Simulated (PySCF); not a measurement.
Isomers of C6H6N2O2, one conformer each; single-point electronic energies without zero-point terms and without any empirical dispersion term.

All values: CAM-B3LYP/def2-SVPD (PySCF, non-relativistic), each on one gas-phase PBE0-D3(BJ)/def2-SVP geometry that isn't relaxed in the solvent. The solvent is an IEF-PCM continuum (van der Waals radii × 1.2). Only the electrostatic response of the medium enters.

```json
{"isomer": "`COC(=O)c1ccnnc1`", "relative energy, gas (kJ/mol)": "0.0", "dipole (D)": "5.32"}
{"isomer": "`CO[C@H](C#N)c1cnoc1`", "relative energy, gas (kJ/mol)": "182.0", "dipole (D)": "4.36"}
```

**Question.** How do the relative energies look in chloroform (ε = 4.711)?

**Answer.** 
```csv
isomer,"relative energy, solvent (kJ/mol)",E(solvent) − E(gas) (kJ/mol),dipole in solvent (D)
`COC(=O)c1ccnnc1`,0.0,-29.8,6.60
`CO[C@H](C#N)c1cnoc1`,177.9,-33.9,5.39
```

The order is unchanged. Conformers: `[CH3:1][O:2][C:3](=[O:4])[c:5]1[cH:6][cH:7][n:8][n:9][cH:10]1` with C1–O2–C3–O4 0°, O2–C3–C5–C6 0°; `[CH3:1][O:2][C@H:3]([C:4]#[N:5])[c:6]1[cH:7][n:8][o:9][cH:10]1` with C1–O2–C3–C4 -65°, O2–C3–C6–C7 63°. `CO[C@H](C#N)c1cnoc1` gains most from the continuum, while `COC(=O)c1ccnnc1` has the largest gas-phase dipole. The gains span 4.1 kJ/mol, the gas-phase energies 182.0 kJ/mol.
